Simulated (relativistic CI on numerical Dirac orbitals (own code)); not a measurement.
## Slater and spin-orbit integrals, Ba I

Computed by Dirac-Coulomb-Breit CI, separate exchange-only KLI orbitals for each configuration, a model potential for QED, valence Slater integrals scaled by 0.85, P86 correlation energy added to each configuration (own radial code, finite nucleus).

Slater integrals F^k, G^k are unscaled and averaged over j, outside the closed core [Xe]; ζ comes from projecting the Hamiltonian with its Breit term on Σ l·s of the shell.

- 6s5d: G^2(6s,5d) = 16233, ζ(5d) = 135.75 cm⁻¹; <r>(6s) = 5.085, <r^2>(6s) = 29.36, <r>(5d) = 4.13, <r^2>(5d) = 21.45 (bohr units).
- 6s6p: G^1(6s,6p) = 20125, ζ(6p) = 602.43 cm⁻¹; <r>(6s) = 4.869, <r^2>(6s) = 26.89, <r>(6p) = 6.586, <r^2>(6p) = 49.23 (bohr units).
- 5d6p: ζ(5d) = 202.8, F^2(5d,6p) = 12093, G^1(5d,6p) = 9864.4, G^3(5d,6p) = 6542.5, ζ(6p) = 362.45 cm⁻¹; <r>(5d) = 3.781, <r^2>(5d) = 17.93, <r>(6p) = 7.095, <r^2>(6p) = 57.56 (bohr units).

In this model ζ of a weakly bound d, f or g electron outside closed shells comes out too small, for d by up to a factor of two or three and at times with the wrong sign; that of an outer p electron is too small as well.

For a near-neutral ion this model can misplace configurations by up to about 10,000 cm⁻¹ (more where the count of f electrons changes) and terms by 10 to 25 % of their spread. Rates follow the energies as ν³ (E1, M1) or ν⁵ (E2), so they and the lifetimes can be off by large factors. The fine structure of a lone outer electron comes out too small, for d and f at times inverted, and misplaced configurations move strength between like terms. 16 of the 17 excited levels that our extract of the measured tables holds in this range could be paired (the sources list more); they are missed by 952 cm⁻¹ on average and 2928 at most, and levels without a partner can miss by more.

Averages of the first 10 configurations, taken without configuration mixing, which lowers the lowest level and can move excited configurations by several eV; other configurations of the list can lie among them:

```csv
Configuration,Parity,States,Average energy above the lowest level (eV)
6s²,even,1,0.4
6s5d,even,20,1.4
6s6p,odd,12,1.8
5d6p,odd,60,3.0
6s7p,odd,12,3.9
5d²,even,45,3.0
6p²,even,15,4.2
6s6d,even,20,3.9
6s7s,even,4,3.3
5d6d,even,100,4.5
```
